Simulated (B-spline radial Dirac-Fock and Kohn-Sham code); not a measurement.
**Cd³²⁺: scattering cross sections and density moments**

System: the Cd³²⁺ ion, [Ne] 3s2 3p4.

Input file task.json (cfg lists n, l and occupation; rrms is the nuclear radius in fm):

```json
{"items": [{
  "Z": 48,
  "q": 32,
  "cfg": [[1, 0, 2], [2, 0, 2], [2, 1, 6], [3, 0, 2], [3, 1, 4]],
  "A": 114,
  "rrms": 4.6087,
  "do": ["scatter"],
  "s": [0.0, 0.05, 0.1, 0.15, 0.2, 0.25, 0.3, 0.35, 0.4, 0.45, 0.5, 0.6, 0.7, 0.8, 0.9, 1.0, 1.1, 1.2, 1.4, 1.6, 1.8, 2.0, 2.5, 3.0, 3.5, 4.0, 5.0, 6.0],
  "pz": [0, 0.1, 0.15, 0.22, 0.32, 0.47, 0.68, 1.0, 1.5, 2.2, 3.2, 4.7, 6.9, 10.0, 15.0, 22.0, 32.0, 47.0, 69.0, 100.0, 150.0],
  "hv_scatter": [1000, 5000, 8047.8, 20000, 50000, 100000, 200000, 1000000]
}]}
```

Run with: `python xray_run.py task.json out`

Level of theory: Dirac-Fock densities; a B-spline atomic structure program.

- Sum of ⟨r⟩: 2.889 bohr
- Sum of ⟨r²⟩: 0.8197 bohr²
- Sum of ⟨1/r⟩: 220.00 per bohr
- Langevin diamagnetic susceptibility: -0.649 × 10⁻⁶ cm³/mol
- Lamb shielding (α²/3)Σ⟨1/r⟩: 3905 ppm

Coherent scattering is the Thomson cross section weighted by f₀², without anomalous dispersion; incoherent scattering is Klein-Nishina weighted by S. The Lamb formula is the non-relativistic shielding expression. Electron correlation is left out. A dash stands where the photon energy is too low for the impulse approximation behind that column.

```
hν (keV)  coherent (b)  incoherent (b)  incoherent per electron (b)
       1         169.9               –                            –
       5         160.4               –                            –
  8.0478         146.9          0.8362                       0.0523
      20         87.59           2.890                        0.181
      50         31.83           5.237                        0.327
     100         10.95           6.102                        0.381
     200         3.362           5.822                        0.364
    1000        0.1556           3.338                        0.209
```

Incoherent scattering overtakes coherent scattering between 100 and 200 keV.

Values without a named source are computed, but for edge energies of neutral atoms, which are taken from tables.
